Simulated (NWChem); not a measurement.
# C2H4CuN; SMILES [N](#CC)->[CuH]

```xyz
8

Cu    -0.9014    -0.2550    -1.0668
H     -1.8600    -0.5142    -2.2020
C      1.9438     0.5474     2.3050
C      1.0261     0.2836     1.2168
N      0.2933     0.0740     0.3484
H      1.9035     1.6112     2.5815
H      2.9704     0.2963     2.0009
H      1.6729    -0.0595     3.1810
```
Atoms are numbered in this order, from 1.

Level: PBE0/def2-SVP (NWChem), optimised geometry, unscaled harmonic frequencies. 

```tsv
frequency (cm⁻¹)	IR intensity (km/mol)
103	1.6
103	1.6
313	2.8
383	25.0
383	25.1
491	122.1
491	122.0
991	2.5
1030	7.0
1031	7.0
1381	1.8
1432	15.8
1432	15.7
1809	80.6
2427	0.9
3073	0.0
3181	2.9
3181	2.9
```

| Property | Result |
|---|---|
| zero-point energy | 33.2 kcal/mol |
| thermal correction to the enthalpy at 298.15 K (with zero-point energy) | 37.5 kcal/mol |
| heat capacity Cv | 18.5 cal/(mol K) |
| entropy at 298.15 K and 1 atm (symmetry number 3) | 73.7 cal/(mol K) |
| dipole moment | 8.88 D |

Rigid rotor and harmonic oscillator.
